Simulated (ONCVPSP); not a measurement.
# lithium (Li): variants of one ONCV potential

Base potential:

ONCVPSP 4.0.1 input, shortened (lines: element, Z, core and valence counts, functional; n l f; lmax; l rc ep ncon nbas qcut; lloc lpopt rc5 dvloc0; l nproj debl; icmod fcfact rcfact), BLYP, non-relativistic:

```
  Li 3.00    0    2  -106131      upf
    1    0    2.00
    2    0    1.00
    1
    0    1.05    0.00    4    9    9.20
    1    1.05    0.14    4    8    9.40
    4    5    1.05    2.00
    0    2    3.50
    1    2    2.50
    0    0.00    0.00
```

Cutoffs, loose and tight: the cutoffs (Ha) at which the residual kinetic energy of the hardest occupied pseudo-wave falls to 1 and 0.1 mHa per electron. They do not see the model core or the augmentation charge, which bear on the density cutoff. Test errors are all-electron minus pseudo excitation energies from the reference, over the configurations 1s2 2s0; 1s2 2s0.5; 1s2 2s0 2p1; 1s1 2s1. A dash means not determined; rows that change the core or the reference have their own tests.

| change | outcome | cutoff, loose | cutoff, tight | bound ghosts | GHOST(+) flags above zero | largest test error (meV) |
| --- | --- | --- | --- | --- | --- | --- |
| base | generated | 37 Ha | 60 Ha | none | none | +920 |
| s: qcut 6.4 | generated | 192 Ha | 227 Ha | none | none | +1488 |
| s: qcut 8.4 | generated | 34 Ha | 180 Ha | none | none | +1048 |
| s: qcut 9.4 | generated | 38 Ha | 49 Ha | none | none | +893 |
| s: qcut 10.3 | generated | 41 Ha | 48 Ha | none | none | +781 |
| s: qcut 10.9 | generated | 44 Ha | 52 Ha | none | none | +718 |
| s: qcut 11.9 | generated | 48 Ha | 57 Ha | none | none | +631 |
| s: qcut 12.7 | generated | 51 Ha | 61 Ha | none | none | +574 |
| s: qcut 13.6 | generated | 54 Ha | 66 Ha | none | none | +520 |

**Question.** What comes out with this change to the base: s: qcut 7.6?

**Answer.** outcome: generated; cutoff, loose: 70 Ha; cutoff, tight: 208 Ha; bound ghosts: none; GHOST(+) flags above zero: none; largest test error (meV): +1200.

**Question.** What comes out with this change to the base: s: qcut 5.3?

**Answer.** outcome: generated; cutoff, loose: 212 Ha; cutoff, tight: 271 Ha; bound ghosts: none; GHOST(+) flags above zero: none; largest test error (meV): +1815.

Reading the sweep of the qcut of the s channel (base included, trends over the rows without a ghost): The loose cutoff is not monotonic: lowest 34 Ha at 8.4 1/bohr, highest 212 Ha at 5.3 1/bohr. The median size of the test errors (rows with all tests solved) stays near 0.4 meV.
